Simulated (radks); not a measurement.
Values are calculated unless marked as measured or tabulated.
The tin anion Sn- inside a hard spherical wall (all orbitals vanish at R), configuration held at [Kr] 4d10 5s2 5p3 and not refilled when levels cross. Code: a radial shooting solver on a logarithmic mesh with Libxc functionals. Model: scalar-relativistic Kohn-Sham, LDA (Slater exchange, VWN5 correlation), spin-polarised, spherical densities, finite nucleus; open shells are filled with parallel spins first (spin-orbit coupling, left out, can overturn this in heavy ions); Fermi nuclear charge, rms radius 4.6519 fm. Eigenvalues in eV for spin up, with the zero of energy where the potential of the charges vanishes at infinity; a dash marks a level that is unbound or too diffuse for the functional's potential to be trusted. A positive occupied level is held by the wall or, in an anion where self-interaction has pushed it up, behind a barrier. The pressure on the wall is -dE/dV.

R (bohr),E (hartree),kinetic (hartree),e(4p),e(4d),e(5s),e(5p),"e(6s, empty)","e(5d, empty)",pressure (GPa)
20,-6171.80157,6441.740,-83.459,-19.863,-5.497,0.872,1.972,2.621,0.000144
15,-6171.80113,6441.743,-83.377,-19.782,-5.423,0.936,2.471,3.557,0.00241
12,-6171.79939,6441.751,-83.186,-19.592,-5.257,1.084,3.147,4.527,0.0197
8,-6171.77545,6441.857,-81.989,-18.408,-4.304,2.035,6.457,7.541,0.676
7,-6171.74679,6441.976,-81.116,-17.550,-3.646,2.778,8.909,9.259,2.03
4,-6170.88560,6445.103,-71.437,-8.250,4.902,13.776,43.445,28.619,156
3,-6168.41952,6453.520,-58.987,3.535,20.971,34.065,101.27,58.727,1310
2.5,-6164.22457,6467.658,-45.171,17.112,44.157,62.021,172.85,95.584,4990
2,-6151.80008,6508.218,-17.000,46.916,104.60,131.10,330.82,177.00,25100
1.5,-6105.02467,6647.891,56.025,129.00,297.15,336.84,750.46,394.18,188000
